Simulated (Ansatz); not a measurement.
Reactions of `CC=[Se]`.

Isolated molecules relaxed with PBE0-D4/def2-TZVP in Ansatz; ΔE leaves out vibrations. CCSD(T)/CBS adds triple-zeta CCSD(T) − MP2 to the extrapolated MP2 energy (def2 sets, frozen cores). This one scheme is used for every species. Functionals use def2-TZVPP. Elements past krypton have def2 core potentials. For Mo, Se outer-core shells are correlated without core-valence functions, which leaves a few kJ/mol of doubt a bond. Scalar relativity is left out up to krypton. One conformer a species, not always the lowest.

| reaction | B2PLYP (kcal/mol) | HF/CBS(def2) (kcal/mol) |
| --- | --- | --- |
| `CC=[Se]` + H₂S → `SC=[Se]` + CH₄ | -6.6 | -1.6 |
| `CC=[Se]` + acetylene → `C#CC=[Se]` + CH₄ | -8.1 | -3.4 |
| `CC=[Se]` + `C[N]=[Mo](=[O])([OH])[F]` → `C[N]=[Mo](=[O])([F])[O]C` + `C=[Se]` | 15.9 | 15.0 |
| `CC=[Se]` + `COB(O)Cl` → `COB(Cl)OC` + `C=[Se]` | 18.2 | 16.4 |

Q: Give the CCSD(T)/CBS values in the same order. (Estimate.)

A: Computed: -4.8, -5.7, 16.4, 18.3 kcal/mol.

Largest T1 diagnostic: 0.022, for `C[N]=[Mo](=[O])([OH])[F]`.
